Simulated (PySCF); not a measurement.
Sn(I)(SiH3) (H3ISiSn), SMILES [Sn]([I])[SiH3] (connectivity only; charge and spin as stated), neutral, multiplicity 1.

Coordinates come from a B3LYP-D3(BJ)/def2-SVP optimisation. The def2 effective core potentials stand for the cores of I, Sn; spin–orbit coupling is left out.

All values below come from C-PCM-ωB97X/def2-SVP in PySCF 2.14.0.

The values are the electrostatic part of the solvation free energy, E(continuum) − E(gas) at the gas-phase geometry, in a cavity of scaled van der Waals radii (PySCF's table); cavitation and dispersion terms are not included. A continuum can't describe solvent molecules that bind to the metal. In vacuum the orbital gap is 6.82 eV. The dipole moment in vacuum is 2.74 D.

| solvent | ε | ΔG(elec) (kcal/mol) | dipole (D) | gap (eV) |
|---|---|---|---|---|
| water | 78.36 | -4.4 | 4.36 | 7.13 |
| chlorobenzene | 5.70 | -3.5 | 3.99 | 7.07 |
| tetrahydrofuran | 7.43 | -3.7 | 4.08 | 7.09 |
